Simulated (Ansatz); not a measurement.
Reaction (SMILES): [F][Ge] (F-Ge) → F atom + Ge atom
B3LYP-D3(BJ)/def2-TZVP geometries, fixed; electronic energies without zero-point terms.
Largest species:
```
F
Ge 1 1.7699
```
Charge 0, spin multiplicity 2.

Basis-set convergence of the atomisation energy at MP2 with Ansatz (a quantum-chemistry and plane-wave program). All functions are spherical. Cores are frozen (with 3d on Ga to Br). Open shells are unrestricted. No added dispersion term, no relativity. Functions are those of the species that has most. Reference: Hartree-Fock in aug-cc-pVQZ plus the correlation part extrapolated as X^-3 from aug-cc-pVTZ and aug-cc-pVQZ, 131.67 kcal/mol, itself unsure by roughly 0.66 kcal/mol (a third of the extrapolation step and of the last Hartree-Fock step). Deviations are taken from unrounded values.

| basis | functions | atomisation energy (kcal/mol) |
|---|---|---|
| cc-pVDZ | 41 | 110.88 |
| aug-cc-pVDZ | 59 | 122.66 |
| pcseg-1 | 41 | 115.84 |
| aug-pcseg-1 | 59 | 123.59 |
| def2-SVP | 46 | 115.78 |
| def2-SVPD | 61 | 122.95 |
| cc-pVTZ | 73 | 124.35 |
| aug-cc-pVTZ | 105 | 127.96 |
| pcseg-2 | 73 | 125.93 |
| aug-pcseg-2 | 105 | 127.90 |
| def2-TZVPP | 79 | 125.68 |
| def2-TZVPPD | 94 | 127.18 |
| cc-pVQZ | 123 | 129.06 |
| aug-cc-pVQZ | 173 | 130.41 |
| pcseg-3 | 128 | 129.82 |
| aug-pcseg-3 | 178 | 130.20 |
| def2-QZVPP | 146 | 129.18 |
| def2-QZVPPD | 161 | 129.50 |

What the diffuse functions change, pair by pair:
- cc-pVDZ to aug-cc-pVDZ: 18 more functions, deviation -20.79 to -9.01 kcal/mol
- pcseg-1 to aug-pcseg-1: 18 more functions, deviation -15.82 to -8.07 kcal/mol
- def2-SVP to def2-SVPD: 15 more functions, deviation -15.89 to -8.71 kcal/mol
- cc-pVTZ to aug-cc-pVTZ: 32 more functions, deviation -7.32 to -3.71 kcal/mol
- pcseg-2 to aug-pcseg-2: 32 more functions, deviation -5.74 to -3.76 kcal/mol
- def2-TZVPP to def2-TZVPPD: 15 more functions, deviation -5.99 to -4.48 kcal/mol
- cc-pVQZ to aug-cc-pVQZ: 50 more functions, deviation -2.61 to -1.25 kcal/mol
- pcseg-3 to aug-pcseg-3: 50 more functions, deviation -1.85 to -1.47 kcal/mol
- def2-QZVPP to def2-QZVPPD: 15 more functions, deviation -2.49 to -2.17 kcal/mol

Leaving out the reference's own pair, they bring the value nearer the reference by more than 0.66 kcal/mol in 6 of 8 pairs.
